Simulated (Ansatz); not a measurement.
Reaction (formal exchange of groups at a B–F bond): `COB(F)O[SiH3]` + CH₄ → `COB(C)O[SiH3]` + H–F

Program: Ansatz. Geometries: PBE0-D4/def2-TZVP. ΔE: electronic, gas phase. CCSD(T)/CBS adds triple-zeta CCSD(T) − MP2 to the extrapolated MP2 energy (def2 sets, frozen cores). This one scheme is used for every species. Functionals use def2-TZVPP. B3LYP here is the variant with VWN-RPA as its local correlation; programs differ in this. Each species was taken in one conformer, which may not be the lowest.

| level | ΔE (kJ/mol) | difference from CCSD(T)/CBS |
| --- | --- | --- |
| PBE-D4 | 134.2 | -2.1 |
| r2SCAN-D4 | 147.4 | 11.1 |
| PBE0-D4 | 137.1 | 0.8 |
| B3LYP-D4 | 145.7 | 9.4 |
| ωB97X-V | 143.6 | 7.3 |
| ωB97M-V | 143.5 | 7.2 |
| B2PLYP | 149.3 | 13.0 |
| PBE | 139.4 | 3.1 |
| r2SCAN | 149.0 | 12.7 |
| PBE0 | 141.7 | 5.4 |
| B3LYP | 153.7 | 17.4 |
| HF/def2-TZVPP | 170.2 | 33.9 |
| MP2/def2-TZVPP | 137.8 | 1.5 |
| SCS-MP2/def2-TZVPP | 143.8 | 7.5 |
| CCSD/def2-TZVPP | 144.1 | 7.8 |
| CCSD(T)/def2-TZVPP | 140.6 | 4.3 |
| HF/def2-QZVPP | 170.2 | 33.9 |
| MP2/def2-QZVPP | 135.3 | -1.0 |
| SCS-MP2/def2-QZVPP | 141.6 | 5.3 |
| HF/CBS(def2) | 170.2 | 33.9 |
| MP2/CBS(def2) | 133.5 | -2.8 |
| CCSD/CBS(def2) | 139.8 | 3.5 |
| CCSD(T)/CBS | 136.3 | 0 |

Largest T1 diagnostic among the species: 0.012.

In def2-TZVPP, CCSD(T) changes the Hartree–Fock value by −29.6 kJ/mol (the triples alone add −3.5 kJ/mol) and MP2 by −32.5 kJ/mol. The D4 term adds −8.0 kJ/mol with B3LYP and −4.6 kJ/mol with PBE0; it sums over pairs of atoms, weighted by their polarisabilities, and B3LYP, whose exchange is more repulsive, gets the larger term.
